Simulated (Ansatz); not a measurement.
System: CCrO (charge 0, septet). The spin state was set by rule; other spins were not relaxed. 
Coordinates optimised at B3LYP-D3(BJ)/def2-TZVP (Ansatz, an electronic-structure program):
SMILES: [O+]#[C-]->[Cr]
```xyz
3

Cr    -0.6029    -0.5664    -0.5920
O      1.4564     0.9976     1.2596
C      0.4698     0.9354     0.6885
```
Charge 0, spin multiplicity 7.

Dipole moments at this geometry, in debye (magnitudes).

| level | program | dipole (D) |
|---|---|---|
| SVWN5/def2-TZVPD | Ansatz | 0.67 |
| BLYP/def2-TZVPD | Ansatz | 0.70 |
| B97M-V/def2-TZVPD | Ansatz | 0.60 |
| B3LYP/def2-TZVPD | Ansatz | 0.72 |
| BHLYP/def2-TZVPD | Ansatz | 0.89 |
| r2SCANh/def2-TZVPD | Ansatz | 0.70 |
| HSE06/def2-TZVPD | Ansatz | 0.73 |
| CAM-B3LYP/def2-TZVPD | Ansatz | 0.77 |
| CCSD(T)/def2-SVPD | Ansatz | ___ |

Some entries are withheld; supply them.


- CCSD(T)/def2-SVPD, dipole (D): 1.69
